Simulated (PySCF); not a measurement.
3,3-difluorocyclobutene (C4H4F2), SMILES FC1(F)C=CC1.

Coordinates come from a B3LYP-D3(BJ)/def2-SVP optimisation.

Two levels are set side by side: TDA-PBE/def2-SVPD (PySCF) and TDA-CAM-B3LYP/def2-SVPD (PySCF). Vertical, same geometry. The lowest singlet is HOMO−1→LUMO 99 % with PBE and HOMO−1→LUMO 96 % with the other functional; states are paired by order. Differences are taken from unrounded values.

| quantity | TDA-PBE |
|---|---|
| lowest singlet excitation (eV) | 6.06 |
| lowest triplet excitation (TDA) (eV) | 4.31 |
| first bright state (f over 0.05) (eV) | 7.09 |
| its oscillator strength | 0.13 |

Question: These are the TDA-PBE values. What does TDA-CAM-B3LYP give? (An estimate is asked for; the answer gives what the named calculation found.)

Answer: 
```csv
quantity,TDA-CAM-B3LYP,TDA-PBE minus TDA-CAM-B3LYP
lowest singlet excitation (eV),7.23,-1.17
lowest triplet excitation (TDA) (eV),4.22,0.09
first bright state (f over 0.05) (eV),7.52,-0.43
its oscillator strength,0.25,-0.12
```

A lower first singlet is the usual sign of a functional without exact exchange. Differences between two approximate levels are no errors against the true value.

Rough cost on one machine, each run with all the roots and properties that it gave: TDA-CAM-B3LYP against TDA-PBE about 3 times.
